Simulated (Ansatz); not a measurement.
Mulliken charges of CH$_{5}$FGeOSi (`F[Si]1([GeH3])CO1`) from B3LYP/def2-TZVPP in Ansatz (PBE0-D4/def2-TZVP geometry).

```json
{"atom": "F1", "x (Å)": "-1.597", "y (Å)": "-0.217", "z (Å)": "-1.535", "charge (e)": "-0.306"}
{"atom": "Si2", "x (Å)": "-0.414", "y (Å)": "0.189", "z (Å)": "-0.548", "charge (e)": "0.622"}
{"atom": "Ge3", "x (Å)": "0.399", "y (Å)": "-1.733", "z (Å)": "0.564", "charge (e)": "-0.041"}
{"atom": "C4", "x (Å)": "-0.206", "y (Å)": "1.913", "z (Å)": "-0.079", "charge (e)": "-0.142"}
{"atom": "O5", "x (Å)": "0.668", "y (Å)": "1.289", "z (Å)": "-1.117", "charge (e)": "-0.397"}
{"atom": "H6", "x (Å)": "1.437", "y (Å)": "-1.280", "z (Å)": "1.599", "charge (e)": "0.017"}
{"atom": "H7", "x (Å)": "1.051", "y (Å)": "-2.680", "z (Å)": "-0.451", "charge (e)": "0.014"}
{"atom": "H8", "x (Å)": "-0.756", "y (Å)": "-2.455", "z (Å)": "1.269", "charge (e)": "0.009"}
{"atom": "H9", "x (Å)": "-0.851", "y (Å)": "2.684", "z (Å)": "-0.497", "charge (e)": "0.112"}
{"atom": "H10", "x (Å)": "0.351", "y (Å)": "2.239", "z (Å)": "0.796", "charge (e)": "0.113"}
```

Question: By hand: the dipole of these point charges (1 e Å = 4.8032 D).

Answer: Σ q r = (-0.044, -0.056, 0.627) e Å, of length 0.631 e Å = 3.03 D.

Question: How does the dipole of the full density compare? (Best estimate.)

Answer: Ansatz gave: (-0.059, -0.161, 0.406) e Å, 2.12 D; the point charges give 1.43 times that, at 17° from its direction.

Point charges leave out the atoms' own dipoles, such as those of lone pairs, and Mulliken's split depends on the basis, so the two needn't agree.

B3LYP here is the variant with VWN-RPA as its local correlation; programs differ in this.
